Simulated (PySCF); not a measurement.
# C5H9NOSi2: full NMR table

```yaml
Formula: C5H9NOSi2
SMILES: C=C1C[C@](C#N)(O[SiH3])[SiH2]1
Point_group_of_the_computed_structure: C1
Degrees_of_unsaturation: 4
Carbon_signals: 5
Proton_signals: 7
```

Atoms are numbered as in `[CH2:1]=[C:2]1[CH2:3][C@:4]([C:5]#[N:6])([O:7][SiH3:8])[SiH2:9]1`. Hydrogens are named by the atom that carries them. Ha(C1) is cis to C3; Ha(C3), Ha(Si9) are pro-R; Hb(C3), Hb(Si9) are pro-S; Hb(C1) is trans to C3.

- coordinates at the GFN2-xTB level
- shieldings: GIAO PBE0/pcSseg-1
- code: PySCF 2.14
- averaged over atoms made equivalent by symmetry, fast rotation or ring inversion, one computed conformer, relativity neglected, no solvent

δ = σ(ref) − σ, references computed at the same level: ¹H (σ = 31.72 ppm), ¹³C (σ = 186.93 ppm), ²⁹Si (σ = 349.16 ppm) against TMS; ¹⁵N (σ = 267.73 ppm) vs NH3; ¹⁷O (σ = 336.08 ppm) against H2O.

```tsv
carbon	δC, type	δH (multiplicity)	HMBC from (2–3 bonds)	span of the C tensor (ppm)
C1	140.9, CH2	Hb(C1) 6.12 (br s); Ha(C1) 6.39 (br s)	Ha(Si9), Hb(Si9), Ha(C3), Hb(C3)	236
C2	147.8, C	–	Ha(C1), Hb(C1), Ha(Si9), Hb(Si9), Ha(C3), Hb(C3)	219
C3	55.6, CH2	Ha(C3) 3.84 (m); Hb(C3) 3.61 (m)	Ha(C1), Hb(C1), Ha(Si9), Hb(Si9)	49
C4	59.4, C	–	Ha(Si9), Hb(Si9), H(Si8), Ha(C3), Hb(C3)	73
C5	125.2, C	–	Ha(Si9), Hb(Si9), Ha(C3), Hb(C3)	357
```

Other nuclei:
```csv
atoms,nucleus,environment,δ (ppm),σ (ppm)
Ha(Si9),¹H,"hydrogen on a silicon bonded to 2 C, in a 4-membered ring",5.32,26.39
Hb(Si9),¹H,"hydrogen on a silicon bonded to 2 C, in a 4-membered ring",5.22,26.50
H(Si8),¹H,hydrogen on a silicon bonded to O,4.89,26.83
Si9,²⁹Si,"silicon bonded to 2 C, 2 H, in a 4-membered ring",-24.7,373.9
Si8,²⁹Si,"silicon bonded to O, 3 H",-41.8,390.9
N6,¹⁵N,nitrile nitrogen,316.4,-48.7
O7,¹⁷O,"oxygen bonded to C, Si",33.6,302.5
```

1. Carbon types of the structure: 3 × C, 2 × CH2, leaving 5 H on heteroatoms.
2. δC 147.8: fully substituted alkene carbon; the olefinic region.
3. δC 140.9: terminal =CH2 carbon; an sp2 carbon of a C=C bond.
4. δC 125.2: nitrile carbon; C≡N carbons fall here, among the sp2 signals but without a proton.
5. δC 59.4: fully substituted sp3 carbon bonded to O and Si, α to a nitrile; the inductive effect lowers its shielding.
6. δH 6.39, 6.12: hydrogen on a terminal =CH2 carbon; a vinylic proton, deshielded by the sp2 carbon and the C=C anisotropy.

Shifts are as computed. Against solution values, carbons near 30 ppm lie about +3 ppm off and those near 130 ppm about +5 ppm. Of 1211 compounds with measured shifts, 218 miss one by over three times the rms of a fit or turn the order of signals round; such compounds aren't used in these exercises. Experimental scales use liquid or dissolved standards, which lie at an offset from isolated NH3 (liquid NH3: subtract about 20 ppm) and H2O (liquid H2O: subtract about 36 ppm). Unscaled 15N shifts of sp2 nitrogen come out 20 to 40 ppm too high even then. Multiplicities follow the n + 1 count of equivalent neighbours, as no J values were calculated; m marks all less simple cases, F and P coupling included.
